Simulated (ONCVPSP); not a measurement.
# Hg: one change to an ONCV potential, before and after

ONCVPSP 4.0.1 input, shortened (lines: element, Z, core and valence counts, functional; n l f; lmax; l rc ep ncon nbas qcut; lloc lpopt rc5 dvloc0; l nproj debl; icmod fcfact rcfact), PBE, scalar-relativistic:

```
  Hg 80.00   10    4        4      upf
    1    0    2.00
    2    0    2.00
    2    1    6.00
    3    0    2.00
    3    1    6.00
    3    2   10.00
    4    0    2.00
    4    1    6.00
    4    2   10.00
    4    3   14.00
    5    0    2.00
    5    1    6.00
    5    2   10.00
    6    0    2.00
    2
    0    1.15    0.00    3    8    8.20
    1    1.75    0.00    4    8    9.70
    2    1.60    0.00    4    9   10.40
    4    4    0.85    4.00
    0    2    0.60
    1    2    1.70
    2    2    0.90
    0    0.00    0.00
```

In the p channel the program set the typed energies aside and used -2.444, 0.250 Ha.

All-electron outer shells of the reference configuration (PBE, scalar-relativistic, ld1.x):

```
shell  level (eV)  outermost node (bohr)  outermost maximum (bohr)
   5s     -118.18                   0.47                      0.82
   4f      -95.89                      –                      0.37
   5p      -66.52                   0.51                      0.93
   5d       -9.86                   0.55                      1.17
   6s       -6.82                   1.08                      2.21
```

Change: all radii scaled by about 0.87 (s 1.00, p 1.52, d 1.40 bohr); local potential polynomial inside 0.74 bohr (lpopt 4, dvloc0 4 Ha).

Cutoffs: the cutoffs (Ha) at which the residual kinetic energy of the hardest occupied pseudo-wave falls to 1 and 0.1 mHa per electron; they do not see the model core or the augmentation charge, which bear on the density cutoff. Errors are all-electron minus pseudo energies relative to the spin-unpolarised reference configuration.

Q: How do hardness, ghosts and transferability respond?

A: The potential gets harder (31 Ha and 126 Ha → 54 Ha and 201 Ha); the lowest positive-energy flag moves from s at 222.7 eV to s at 46.6 eV; the errors of the 4 common tests hardly move; neither file shows a bound ghost. A smaller radius makes the pseudo-wave follow the all-electron one further in, where it bends more sharply, so more plane waves are needed.

```tsv
quantity	base	changed
cutoff, loose	31 Ha	54 Ha
cutoff, tight	126 Ha	201 Ha
loose cutoff by channel	s 31 Ha, p 16 Ha, d 22 Ha	s 54 Ha, p 30 Ha, d 21 Ha
bound ghosts	none	none
GHOST(+) flags under 300 eV	s at 222.7 eV	s at 46.6 eV, p at 289.0 eV
error for 5s2 5p6 5d10 6s1, meV [ΔE 10.69 eV]	-3.9	-3.6
error for 5s2 5p6 5d10 6s0, meV [ΔE 29.66 eV]	-11	-10
error for 5s2 5p6 5d9 6s0, meV [ΔE 65.19 eV]	-18	-17
error for 5s2 5p6 5d10 6s1.5, meV [ΔE 4.36 eV]	-1.5	-1.4
```
